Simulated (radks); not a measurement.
Results of a calculation; reference values are marked as such.
Question: These are the eigenvalues of the occupied orbitals of an atom or ion with whole-number occupations (eV). Level of theory: scalar-relativistic Kohn-Sham, revPBE, spin-polarised, spherical densities, finite nucleus; Fermi nuclear charge, rms radius of each element as measured or else 0.836 A^(1/3) + 0.57 fm (a radial shooting solver on a logarithmic mesh with Libxc functionals).

| orbital | eigenvalue |
|---|---|
| 1s down | -41825.97 |
| 1s up | -41825.97 |
| 2s up | -6739.267 |
| 2s down | -6739.266 |
| 2p down | -6031.318 |
| 2p up | -6031.317 |
| 3s up | -1463.860 |
| 3s down | -1463.136 |
| 3p up | -1239.612 |
| 3p down | -1238.891 |
| 3d up | -924.8229 |
| 3d down | -924.2658 |
| 4s up | -301.7548 |
| 4s down | -299.6840 |
| 4p up | -228.5367 |
| 4p down | -226.4359 |
| 4d up | -123.8337 |
| 4d down | -121.6874 |
| 5s up | -52.2948 |
| 5s down | -50.8375 |
| 5p up | -34.5538 |
| 5p down | -33.4265 |
| 4f up | -14.4769 |

Which element is it, and in what charge state? The configuration may be excited. Open shells, if any, are filled with parallel spins first.

Answer: Z = 59, praseodymium, charge +2: Pr2+ in [Xe] 4f3. The list shows which subshells hold electrons but not how many an open one holds; the 1s level, -1537.1 hartree, gives Z - s = 55.4 by -(Z - s)^2/2, which with screening and relativity narrows Z to a few neighbours, and the depths of the outer levels then fix element, charge and occupations together.
